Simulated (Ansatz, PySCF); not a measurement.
Gas-phase reaction (SMILES): N[Si](N)(N)O → N[Si](N)N + [OH] (HO); the O-Si bond at the site shown breaks (other sites are not compared here).

Each molecule is optimised on its own at B3LYP-D3(BJ)/def2-TZVP (Ansatz, a first-principles code), one conformer each, not searched for the lowest. Valence correlation only, unless marked. UHF or UKS for open shells. Spin-orbit coupling is left out. Non-relativistic. Basis-set limits of correlation are two-point, X^-3; Hartree-Fock from the larger set. Thermal terms are rigid-rotor harmonic-oscillator values from B3LYP-D3(BJ) frequencies (PySCF) at 298.15 K and 1 atm. 1 Eh = 627.5095 kcal/mol.

| species | E, CCSD(T)/CBS(aug-cc-pV(T+d)Z,aug-cc-pV(Q+d)Z) (Ansatz) (Eh) | E, r2SCAN-D4/def2-TZVPD (Ansatz + dftd4) (Eh) | H - E (Eh) |
|---|---|---|---|
| N[Si](N)(N)O | -532.73183 | -533.32131 | 0.10285 |
| N[Si](N)N | -456.83189 | -457.37900 | 0.08558 |
| [OH] (HO) | -75.67461 | -75.73090 | 0.01169 |

**Question.** Work out ΔE and ΔH at 298.15 K at the first level, then ΔH at the second.

**Answer.** 
1. ΔE = [(-456.83189) + (-75.67461)] - [(-532.73183)] = 0.22533 Eh = 141.4 kcal/mol at CCSD(T)/CBS(aug-cc-pV(T+d)Z,aug-cc-pV(Q+d)Z).
2. The terms H - E add up to -0.00558 Eh, so ΔH = (0.22533 + (-0.00558))×627.5095 = 137.9 kcal/mol.
3. At r2SCAN-D4/def2-TZVPD the same steps give ΔE = 132.7 and ΔH = 129.2 kcal/mol, a shift of -8.7 from the first level.
4. These values are not checked against measurement here, since the tables used lack a sound gas-phase enthalpy of formation for at least one species.
